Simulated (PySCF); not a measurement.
```xyz
9

C     -1.3946    -0.0672    -0.0651
B      0.0137    -0.5334    -0.4940
C      1.3962     0.0033    -0.0633
H     -1.6819     0.6953    -0.8063
H     -1.4198     0.4271     0.9150
H     -2.1678    -0.8363    -0.1064
H      2.1921    -0.1303    -0.7980
H      1.6806    -0.6055     0.8095
H      1.3815     1.0470     0.2771
```

Charge 0, multiplicity 2.

Give the Mulliken and meta-Löwdin atomic charges from PBE0-D4/def2-TZVP (PySCF).


```tsv
atom	Mulliken (e)	meta-Löwdin (e)
C1	-0.40	-0.47
B2	-0.04	0.12
C3	-0.40	-0.47
H4	0.15	0.15
H5	0.13	0.12
H6	0.15	0.14
H7	0.15	0.14
H8	0.15	0.15
H9	0.13	0.12
```
